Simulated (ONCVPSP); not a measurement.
# Reading a pseudo-wave (Ni)

Columns: radius, all-electron u(r) and pseudo u(r) of the 3d shell (level -8.87 eV) of nickel in the configuration [Ne] 3s2 3p6 3d8 4s2; PBE, scalar-relativistic, ONCV scheme, ONCVPSP 4.0.1.

| r (bohr) | all-electron | pseudo |
| --- | --- | --- |
| 0.082 | 0.0600 | 0.0064 |
| 0.165 | 0.2591 | 0.0490 |
| 0.248 | 0.4978 | 0.1516 |
| 0.330 | 0.7002 | 0.3136 |
| 0.413 | 0.8469 | 0.5195 |
| 0.495 | 0.9352 | 0.7311 |
| 0.578 | 0.9758 | 0.9168 |
| 0.660 | 0.9801 | 1.0441 |
| 0.742 | 0.9602 | 1.1033 |
| 0.825 | 0.9245 | 1.0973 |
| 0.908 | 0.8796 | 1.0415 |
| 0.990 | 0.8308 | 0.9585 |
| 1.072 | 0.7804 | 0.8672 |
| 1.155 | 0.7297 | 0.7802 |
| 1.238 | 0.6804 | 0.7052 |
| 1.320 | 0.6339 | 0.6439 |
| 1.402 | 0.5898 | 0.5929 |
| 1.485 | 0.5480 | 0.5485 |
| 1.568 | 0.5089 | 0.5088 |
| 1.650 | 0.4729 | 0.4728 |
| 1.733 | 0.4391 | 0.4390 |
| 1.815 | 0.4081 | 0.4080 |
| 1.898 | 0.3790 | 0.3790 |
| 1.980 | 0.3524 | 0.3524 |
| 2.062 | 0.3278 | 0.3277 |
| 2.145 | 0.3047 | 0.3046 |

How many radial nodes do the two functions have?

The all-electron 3d function has n − l − 1 = 0; the pseudo-wave has 0.

At about which radius was the pseudo-wave matched?

1.65 bohr. The columns agree to 0.0005 from 1.49 bohr on; several derivatives are matched, so the curves merge somewhat inside the radius.

Is the pseudo-wave norm-conserving?

Yes: the ONCV scheme keeps the norm inside the radius equal to the all-electron one, which fixes the energy derivative of the logarithmic derivative at the level.
